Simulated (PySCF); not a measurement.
**Two-component Hartree-Fock for Cl⁺ (chlorine, charge +1)**

Start: [Ne] 3s2 3p4; 3p1/2 filled at m_j = -1/2, +1/2; 3p3/2 filled at m_j = +1/2, +3/2. Calculated with PySCF 2.14 in x2c-SVPall-2c with one added diffuse shell each of s, p type (5s5p1d, 25 functions): generalised Hartree-Fock with the X2C-1e Hamiltonian and a Gaussian nucleus; one run each with spin-orbit coupling (SO) switched off, then screened by Boettger's factors.

| spinor shell | electrons | ε, spin-free (eV) | ε, screened SO (eV) | weight of nominal j (screened SO) | rms radius, screened SO (bohr) |
| --- | --- | --- | --- | --- | --- |
| 1s1/2 | 2 | -2875.8 | -2875.8 | 1.000 | 0.105 |
| 2s1/2 | 2 | -303.23 | -303.21 | 1.000 | 0.479 |
| 2p1/2 | 2 | -232.59 | -234.09 | 0.936 | 0.449 |
| 2p3/2 | 4 | -232.59 | -231.82 | 0.968 | 0.452 |
| 3s1/2 | 2 | -40.300 | -40.292 | 1.000 | 1.62 |
| 3p3/2 | 2 | -25.657 | -26.543 | 0.830 | 1.86 |
| 3p1/2 | 2 | -25.657 | -24.783 | 0.683 | 1.89 |

```json
{"quantity": "E (hartree)", "spin-free": "-460.27797", "screened SO": "-460.28033"}
{"quantity": "M_J", "spin-free": "2", "screened SO": "2"}
{"quantity": "⟨J²⟩", "spin-free": "6.008", "screened SO": "6.009"}
{"quantity": "⟨L²⟩", "spin-free": "2.005", "screened SO": "2.012"}
{"quantity": "⟨S²⟩", "spin-free": "2.003", "screened SO": "1.999"}
```

Each row is a mean over spinors that exchange with the open shell spreads, by up to 6.885 eV (3s1/2).

Rows whose weight is well below 1 are mixtures of j = l ± 1/2: exchange outweighs spin-orbit coupling there, and the label is only the starting occupation.

Without spin-orbit coupling the j labels of p, d and f shells carry no meaning; the spin-free column gives the mean over the occupied spinors of each nl shell.
